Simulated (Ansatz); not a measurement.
Steps of a relaxation of B$_{2}$Cl$_{2}$F$_{2}$H$_{4}$N$_{2}$ (`F[B@-]1(Cl)[NH2+][B@@-](F)(Cl)[NH2+]1`) with RKS PBE-D4/def2-SVP.

```sh
$ ansatz run in.yaml --threads 4 --pin off --events-out ev --progress --plain --max-ram 11315MiB
```

```yaml
crystal:
  periodic: [false, false, false]
  atoms:
    - {symbol: F, position_ang: [-0.115700, -1.762100, -1.403000]}
    - {symbol: B, position_ang: [-0.549300, -0.489900, -0.729000]}
    - {symbol: Cl, position_ang: [-2.223600, 0.155300, -1.345200]}
    - {symbol: N, position_ang: [0.637200, 0.587200, -0.820900]}
    - {symbol: B, position_ang: [0.603800, 0.391800, 0.693200]}
    - {symbol: F, position_ang: [1.885200, -0.118800, 1.154500]}
    - {symbol: Cl, position_ang: [0.186700, 1.971100, 1.621000]}
    - {symbol: N, position_ang: [-0.472900, -0.642700, 0.794000]}
    - {symbol: H, position_ang: [1.431100, 0.245800, -1.249900]}
    - {symbol: H, position_ang: [0.222000, 1.517000, -1.098200]}
    - {symbol: H, position_ang: [-1.385800, -0.319400, 1.301500]}
    - {symbol: H, position_ang: [-0.141800, -1.590400, 1.116000]}
basis:
  gaussian: {orbitals: def2-SVP}
hamiltonian: {xc: pbe, dispersion: d4}
relax: {f_tol: 0.03, max_steps: 200}
```

Positions (Å) and forces (eV/Å) along the path, 5 of 5 steps:

```xyz
12
step=1 energy=-34849.0377 eV
F    -0.116   -1.762   -1.403   -0.806    2.529    1.370
B    -0.549   -0.490   -0.729   -0.365   -2.630   -3.302
Cl   -2.224    0.155   -1.345    1.128   -0.308    0.438
N     0.637    0.587   -0.821   -4.419    1.579    0.829
B     0.604    0.392    0.693    3.891    1.617    2.935
F     1.885   -0.119    1.155   -1.613    0.303   -0.712
Cl    0.187    1.971    1.621   -0.136   -0.361   -0.366
N    -0.473   -0.643    0.794   -2.860   -1.189    1.774
H     1.431    0.246   -1.250    2.624   -0.696   -1.716
H     0.222    1.517   -1.098    1.031   -0.890   -0.132
H    -1.386   -0.319    1.302    1.916   -0.810   -0.874
H    -0.142   -1.590    1.116   -0.393    0.856   -0.245
12
step=2 energy=-34849.7327 eV
F    -0.114   -1.730   -1.381   -0.588    1.526    0.806
B    -0.559   -0.515   -0.749   -0.046   -1.519   -1.959
Cl   -2.186    0.147   -1.353    0.449   -0.211    0.180
N     0.597    0.587   -0.813   -1.244    0.279    0.070
B     0.637    0.413    0.734    2.222    0.660    1.543
F     1.879   -0.151    1.138   -1.118    0.496   -0.349
Cl    0.171    1.984    1.623    0.098   -0.342   -0.198
N    -0.484   -0.639    0.798   -1.339   -0.719    0.944
H     1.429    0.253   -1.284    0.554    0.115   -0.495
H     0.228    1.509   -1.098    0.516   -0.242   -0.244
H    -1.351   -0.339    1.299    0.611   -0.292   -0.263
H    -0.171   -1.572    1.120   -0.116    0.249   -0.035
12
step=3 energy=-34849.9871 eV
F    -0.143   -1.697   -1.385    0.066   -0.134   -0.065
B    -0.563   -0.544   -0.786   -0.185    0.091   -0.045
Cl   -2.183    0.110   -1.364    0.078   -0.026    0.031
N     0.581    0.581   -0.816   -0.017    0.057   -0.032
B     0.681    0.425    0.777   -0.057    0.166    0.099
F     1.876   -0.118    1.158    0.123   -0.079    0.019
Cl    0.201    1.977    1.641    0.019   -0.061   -0.035
N    -0.500   -0.661    0.813   -0.048   -0.009    0.023
H     1.432    0.310   -1.333   -0.072   -0.016    0.082
H     0.268    1.508   -1.134    0.028   -0.059    0.003
H    -1.350   -0.355    1.305    0.044   -0.023   -0.026
H    -0.222   -1.592    1.157    0.022    0.093   -0.053
12
step=4 energy=-34849.9910 eV
F    -0.148   -1.699   -1.392   -0.010    0.025    0.015
B    -0.575   -0.541   -0.792    0.086    0.000    0.053
Cl   -2.187    0.109   -1.367   -0.022    0.008   -0.007
N     0.574    0.581   -0.811    0.005    0.014   -0.012
B     0.678    0.438    0.786   -0.015   -0.068   -0.067
F     1.876   -0.116    1.159   -0.028    0.011   -0.009
Cl    0.207    1.981    1.650   -0.004    0.016    0.012
N    -0.501   -0.654    0.809   -0.010   -0.005    0.014
H     1.426    0.288   -1.307    0.013    0.009   -0.015
H     0.276    1.504   -1.147    0.019    0.027   -0.032
H    -1.351   -0.367    1.307   -0.026   -0.021    0.031
H    -0.198   -1.579    1.141   -0.008   -0.017    0.017
12
step=5 energy=-34849.9920 eV
F    -0.152   -1.696   -1.392    0.003    0.000    0.001
B    -0.574   -0.538   -0.789   -0.007    0.006    0.001
Cl   -2.187    0.118   -1.359   -0.003   -0.001   -0.003
N     0.576    0.582   -0.814    0.008    0.004   -0.009
B     0.674    0.437    0.783   -0.005    0.006    0.002
F     1.872   -0.112    1.159    0.001   -0.002   -0.002
Cl    0.197    1.982    1.645    0.001    0.003    0.003
N    -0.501   -0.657    0.810   -0.004   -0.009    0.008
H     1.430    0.283   -1.305    0.002    0.000   -0.002
H     0.286    1.505   -1.156    0.003   -0.002   -0.001
H    -1.352   -0.378    1.313    0.002   -0.003    0.000
H    -0.192   -1.582    1.140    0.000   -0.003    0.002
```

Run time 15 s (4 threads of an Arm Neoverse V1 on a shared host); peak host memory 0.21 GiB.
